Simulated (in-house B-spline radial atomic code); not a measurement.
Radial electron density of the germanium ion Ge⁺, [Ar] 3d10 4s2 4p1. All numbers are computed (scalar-relativistic (X2C) LC-wPBE, spin-polarised, spherical fractional occupations, exact exchange averaged over the configuration; Fermi nucleus of rms radius 4.0742 fm) with an all-electron radial atomic-structure program (B-spline basis), not measured.

One-electron X2C: radii and densities carry no picture-change correction, so inner-shell <1/r> comes out high (for 1s by about 2 % at Z = 33, 5 % at 54, 10 % at 75, 30 % at 118) and <r> low.

Columns: r (bohr), 4πr²n(r) (electrons per bohr), bar.

```
 0.00173    1.104 #
 0.00212    1.566 ##
 0.00259      2.2 ##
 0.00318    3.097 ###
 0.00389      4.3 ####
 0.00477    5.938 ######
 0.00584    8.086 ########
 0.00716    10.88 ##########
 0.00877    14.36 ##############
  0.0108    18.66 ##################
  0.0132    23.39 ######################
  0.0161    28.35 ###########################
  0.0198    33.28 ################################
  0.0242    37.09 ####################################
  0.0297    39.21 ######################################
  0.0364    39.01 #####################################
  0.0446    36.72 ###################################
  0.0546    33.57 ################################
  0.0669    31.63 ##############################
   0.082    32.88 ################################
   0.101    37.77 ####################################
   0.123    43.35 ##########################################
   0.151    45.78 ############################################
   0.185    41.76 ########################################
   0.227    32.78 ################################
   0.278    24.81 ########################
    0.34    22.84 ######################
   0.417    26.12 #########################
   0.511    28.77 ############################
   0.626    26.16 #########################
   0.767    19.04 ##################
    0.94    11.42 ###########
    1.15    6.224 ######
    1.41    3.588 ###
    1.73    2.432 ##
    2.12    1.727 ##
     2.6    1.074 #
    3.18   0.5337 #
     3.9    0.198 
    4.78  0.05354 
    5.85 0.009974 
    7.17 0.001145 
    8.79 7.191e-05
```

On this grid the curve has 3 maxima, near 0.0297, 0.151, 0.511 bohr.

The 4s down radial function P(r) = rR(r), positive near the nucleus:

```json
{"r (bohr)": "0.000625", "P": "0.01061"}
{"r (bohr)": "0.000938", "P": "0.01524"}
{"r (bohr)": "0.00141", "P": "0.02183"}
{"r (bohr)": "0.00212", "P": "0.03104"}
{"r (bohr)": "0.00318", "P": "0.04359"}
{"r (bohr)": "0.00477", "P": "0.06021"}
{"r (bohr)": "0.00716", "P": "0.08104"}
{"r (bohr)": "0.0108", "P": "0.1048"}
{"r (bohr)": "0.0161", "P": "0.1255"}
{"r (bohr)": "0.0242", "P": "0.1328"}
{"r (bohr)": "0.0364", "P": "0.1073"}
{"r (bohr)": "0.0546", "P": "0.02903"}
{"r (bohr)": "0.082", "P": "-0.1"}
{"r (bohr)": "0.123", "P": "-0.2131"}
{"r (bohr)": "0.185", "P": "-0.175"}
{"r (bohr)": "0.278", "P": "0.08469"}
{"r (bohr)": "0.417", "P": "0.3481"}
{"r (bohr)": "0.626", "P": "0.2301"}
{"r (bohr)": "1.15", "P": "-0.5464"}
{"r (bohr)": "1.73", "P": "-0.7829"}
{"r (bohr)": "2.6", "P": "-0.5533"}
{"r (bohr)": "3.9", "P": "-0.1988"}
{"r (bohr)": "5.85", "P": "-0.02975"}
{"r (bohr)": "8.79", "P": "-0.00122"}
```
